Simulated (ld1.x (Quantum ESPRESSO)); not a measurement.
## Reading a pseudo-wave (antimony (Sb))

Columns: radius, all-electron u(r) and pseudo u(r) of the 5p shell (level -5.00 eV) of antimony in the configuration [Kr] 4d10 5s2 5p3; LDA (PZ), scalar-relativistic, RRKJ scheme, ld1.x (Quantum ESPRESSO) 7.5.

| r (bohr) | all-electron | pseudo |
| --- | --- | --- |
| 0.098 | 0.0732 | -0.0010 |
| 0.195 | -0.1562 | -0.0042 |
| 0.292 | -0.1491 | -0.0100 |
| 0.390 | 0.0129 | -0.0193 |
| 0.488 | 0.1752 | -0.0330 |
| 0.585 | 0.2687 | -0.0515 |
| 0.682 | 0.2875 | -0.0757 |
| 0.780 | 0.2470 | -0.1060 |
| 0.878 | 0.1684 | -0.1421 |
| 0.975 | 0.0710 | -0.1831 |
| 1.072 | -0.0329 | -0.2282 |
| 1.170 | -0.1359 | -0.2769 |
| 1.268 | -0.2317 | -0.3272 |
| 1.365 | -0.3167 | -0.3771 |
| 1.463 | -0.3916 | -0.4262 |
| 1.560 | -0.4545 | -0.4721 |
| 1.658 | -0.5073 | -0.5145 |
| 1.755 | -0.5495 | -0.5516 |
| 1.852 | -0.5827 | -0.5830 |
| 1.950 | -0.6081 | -0.6081 |
| 2.047 | -0.6259 | -0.6259 |
| 2.145 | -0.6377 | -0.6377 |
| 2.242 | -0.6439 | -0.6439 |
| 2.340 | -0.6454 | -0.6454 |
| 2.438 | -0.6429 | -0.6429 |
| 2.535 | -0.6371 | -0.6371 |

**Question.** How many radial nodes do the two functions have?

**Answer.** The all-electron 5p function has n − l − 1 = 3; the pseudo-wave has 0, since the states of the same l below it are removed with the core.

**Question.** At about which radius was the pseudo-wave matched?

**Answer.** 1.95 bohr. The columns agree to 0.0005 from 1.85 bohr on; several derivatives are matched, so the curves merge somewhat inside the radius.

**Question.** Where does each function peak?

**Answer.** Outermost all-electron maximum near 2.34 bohr, pseudo maximum near 2.34 bohr (to the table’s step).

**Question.** Is the pseudo-wave norm-conserving?

**Answer.** Yes: the RRKJ scheme keeps the norm inside the radius equal to the all-electron one, which fixes the energy derivative of the logarithmic derivative at the level.
